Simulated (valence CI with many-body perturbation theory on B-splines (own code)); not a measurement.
Results of a calculation; reference values are marked as such.
**Cd XXXIV: magnetic and hyperfine properties of the levels**

Level of theory: configuration interaction combined with many-body perturbation theory (CI+MBPT): five valence electrons over a frozen Dirac-Fock core [Ne], a basis of 11 s, 11 p, 10 d, 8 f, 5 g, 2 h functions for each j, with the one-electron correlation potential Σ1 (screened to all orders), the two-electron term Σ2, the three-electron term Σ3, Breit, model QED; selected single and double excitations, second order for the rest, scaled by the run's own slope (own B-spline code, finite nucleus).

No measured spectrum was set against this ion. As an estimate, large intervals hold to a few tenths of a per cent, small ones and those within an open d or f shell to about a per cent. Among the levels kept, up to 4200 cm⁻¹ of a level comes from second order outside the variational space, and about a tenth of that is noise between levels of different J, which matters for small intervals.

A/g_I is the dipole constant over the nuclear g factor μ/I (μ in nuclear magnetons, uniformly magnetised nucleus), B/Q the quadrupole constant per barn. Both hold the static response of the core; the bare values leave it out. Large factors of s and p1/2 electrons are usually good to 5 to 10 %; those of open d and f shells near neutrality can be off by tens of per cent, and small factors of p3/2, d and f electrons come from cancelling terms and can be off by a factor of two or in sign, in half-filled shells by more. B is blank for J = 1/2, where it vanishes, and for nearly pure S terms. Energies count from the lowest level.

Levels are named by their leading jj configuration (3d3/2^4 stands for four electrons in 3d with j = 3/2), which in mixed levels can hold well under half, so a name can repeat and another be missing. Letters in brackets count levels of one name in rising energy.

| Level | E (cm⁻¹) | g | A/g_I (MHz) | A/g_I bare | B/Q (MHz/b) | B/Q bare |
| --- | --- | --- | --- | --- | --- | --- |
| (3s^2 3p1/2^2 3p3/2) J=3/2 | 0 | 1.449 | 40600 | 40800 | 69100 | 67600 |
| (3s^2 3p1/2 3p3/2^2) J=3/2 | 312950 | 1.404 | 3420 | 4500 | 24600 | 24000 |
| (3s^2 3p1/2 3p3/2^2) J=5/2 | 368640 | 1.195 | 92100 | 90400 | -286 | -277 |
| (3s^2 3p1/2 3p3/2^2) J=1/2 | 437720 | 0.659 | 276000 | 268000 |  |  |
| (3s^2 3p3/2^3) J=3/2 | 755930 | 1.270 | 48200 | 47900 | -93600 | -91600 |
| (3s 3p1/2^2 3p3/2^2) J=5/2 | 1004100 | 1.504 | 177000 | 174000 | 24800 | 24400 |
| (3s^2 3p1/2^2 3d3/2) J=3/2 | 1031700 | 0.869 | 6320 | 7510 | -9810 | -8840 |
| (3s 3p1/2^2 3p3/2^2) J=1/2 | 1161000 | 2.310 | 689000 | 670000 |  |  |
| (3s 3p1/2^2 3p3/2^2) J=3/2 | 1181700 | 1.147 | -26200 | -23900 | -18000 | -17500 |
| (3s^2 3p1/2^2 3d5/2) J=5/2 | 1196100 | 1.187 | 26100 | 26500 | 31400 | 31700 |
| (3s 3p1/2 3p3/2^3) J=3/2 | 1345000 | 1.214 | 66400 | 65800 | -59900 | -58700 |
| (3s^2 3p1/2 3p3/2 3d3/2) J=5/2 [a] | 1354100 | 1.000 | 82700 | 81400 | -21000 | -20300 |
| (3s^2 3p1/2 3p3/2 3d3/2) J=3/2 [a] | 1356600 | 1.151 | 94400 | 92900 | -41500 | -40500 |
| (3s^2 3p1/2 3p3/2 3d3/2) J=1/2 [a] | 1361000 | 0.311 | 88000 | 86700 |  |  |
| (3s^2 3p1/2 3p3/2 3d3/2) J=7/2 | 1405700 | 1.102 | 63600 | 63000 | 43600 | 43400 |
| (3s 3p1/2 3p3/2^3) J=5/2 | 1410800 | 1.183 | 160000 | 156000 | -95400 | -93100 |
| (3s^2 3p1/2 3p3/2 3d5/2) J=7/2 [a] | 1441200 | 1.305 | -3010 | -1640 | 92400 | 91500 |
| (3s^2 3p1/2 3p3/2 3d5/2) J=9/2 | 1496300 | 1.223 | 48700 | 48500 | 52100 | 52200 |
| (3s 3p1/2 3p3/2^3) J=1/2 | 1516300 | 1.167 | 23900 | 23700 |  |  |
| (3s^2 3p1/2 3p3/2 3d5/2) J=5/2 [a] | 1522300 | 1.288 | 36600 | 37000 | 4540 | 4780 |
| (3s^2 3p1/2 3p3/2 3d5/2) J=3/2 [a] | 1527100 | 1.161 | -15900 | -14000 | -47600 | -46600 |
| (3s^2 3p1/2 3p3/2 3d3/2) J=3/2 [b] | 1568000 | 1.252 | -5840 | -4060 | 7070 | 6710 |
| (3s^2 3p1/2 3p3/2 3d3/2) J=5/2 [b] | 1592200 | 1.236 | 74600 | 73800 | -21100 | -20600 |
| (3s^2 3p1/2 3p3/2 3d5/2) J=7/2 [b] | 1599500 | 1.058 | 56200 | 55500 | 47400 | 47300 |
| (3s^2 3p1/2 3p3/2 3d3/2) J=1/2 [b] | 1599600 | 2.003 | 81800 | 81700 |  |  |
| (3s^2 3p1/2 3p3/2 3d5/2) J=3/2 [b] | 1653300 | 1.198 | 78200 | 77100 | -7730 | -7620 |
| (3s^2 3p1/2 3p3/2 3d5/2) J=5/2 [b] | 1666400 | 1.152 | 21600 | 22000 | 34400 | 34400 |
| (3s^2 3p1/2 3p3/2 3d5/2) J=3/2 [c] | 1676900 | 1.034 | 78500 | 77100 | 32800 | 32400 |
| (3s^2 3p1/2 3p3/2 3d5/2) J=1/2 | 1725900 | 1.152 | 76800 | 75000 |  |  |
| (3s^2 3p3/2^2 3d5/2) J=1/2 | 1820200 | 1.259 | 138000 | 135000 |  |  |
| (3s^2 3p3/2^2 3d5/2) J=7/2 | 1821100 | 1.254 | 25200 | 25700 | 19300 | 19300 |
| (3s^2 3p3/2^2 3d5/2) J=9/2 | 1844500 | 1.213 | 28100 | 28400 | 71200 | 70800 |
| (3s^2 3p3/2^2 3d3/2) J=1/2 | 1878600 | 1.451 | 26500 | 26300 |  |  |
| (3s^2 3p3/2^2 3d3/2) J=5/2 | 1883900 | 1.198 | 65000 | 64500 | -26600 | -26200 |
| (3s^2 3p3/2^2 3d3/2) J=3/2 [a] | 1886300 | 1.144 | 25100 | 25600 | -30000 | -29800 |
| (3s^2 3p3/2^2 3d3/2) J=7/2 | 1915700 | 1.100 | 38600 | 38700 | 5010 | 5920 |
| (3s^2 3p3/2^2 3d3/2) J=3/2 [b] | 1983000 | 1.005 | 24300 | 25100 | 14900 | 15100 |
| (3s^2 3p3/2^2 3d5/2) J=5/2 [a] | 1983300 | 1.203 | 13900 | 14700 | 111000 | 110000 |
| (3s 3p1/2^2 3p3/2 3d3/2) J=5/2 [a] | 2035900 | 1.404 | 136000 | 134000 | 14300 | 13800 |
| (3s 3p1/2^2 3p3/2 3d3/2) J=3/2 [a] | 2041600 | 1.539 | 143000 | 141000 | -5460 | -5890 |

Task: Take the isotope of mass number 113, with I = 1/2, μ = -0.6213 μN. What is the hyperfine structure of (3s^2 3p1/2 3p3/2^2) J=5/2?

Result: From the table A = -114000 MHz. Shifts from the centre of gravity in MHz: F = 2: 200000, F = 3: -142000.
